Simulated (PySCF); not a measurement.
BeHI, SMILES [BeH][I].

Geometry: r2SCAN-D4/def2-TZVPD. The def2 effective core potentials stand for the cores of I; spin–orbit coupling is left out.

Calculation: TDA-CAM-B3LYP/def2-TZVPD run with PySCF.

Vertical excitations; the highest root listed may be one member of a degenerate set.  State labels are in the subgroup C2v.

Computed UV-visible absorptions:
```csv
state,symmetry,energy (eV),λ (nm),f,main pairs
S1,A2,5.89,210,0.000,"HOMO−1→LUMO+1 47 %, HOMO→LUMO 47 %"
S2,A1,5.96,208,0.000,"HOMO−1→LUMO, HOMO→LUMO+1 (degenerate set)"
S3,A2,5.96,208,0.000,"HOMO→LUMO, HOMO−1→LUMO+1 (degenerate set)"
S4,B1,6.77,183,0.064,"HOMO−1→LUMO+2, HOMO−2→LUMO (degenerate set)"
S5,B2,6.77,183,0.064,"HOMO→LUMO+2, HOMO−2→LUMO+1 (degenerate set)"
S6,A1,6.89,180,0.226,"HOMO→LUMO+1 42 %, HOMO−1→LUMO 42 %"
S7,B2,6.94,179,0.058,"HOMO−2→LUMO+1, HOMO→LUMO+2 (degenerate set)"
S8,B1,6.94,179,0.058,"HOMO−2→LUMO, HOMO−1→LUMO+2 (degenerate set)"
S9,B1,8.01,155,0.025,"HOMO−1→LUMO+3, HOMO−1→LUMO+7, HOMO−1→LUMO+6 (degenerate set)"
S10,B2,8.01,155,0.025,"HOMO→LUMO+3, HOMO→LUMO+7, HOMO→LUMO+6 (degenerate set)"
T1,A1,5.50,225,0,"HOMO−1→LUMO 46 %, HOMO→LUMO+1 46 %"
T2,A1,5.67,219,0,"HOMO→LUMO+1, HOMO−1→LUMO (degenerate set)"
T3,A2,5.67,219,0,"HOMO−1→LUMO+1, HOMO→LUMO (degenerate set)"
T4,A2,5.89,210,0,"HOMO→LUMO 47 %, HOMO−1→LUMO+1 47 %"
```
Triplets are in the Tamm–Dancoff approximation.
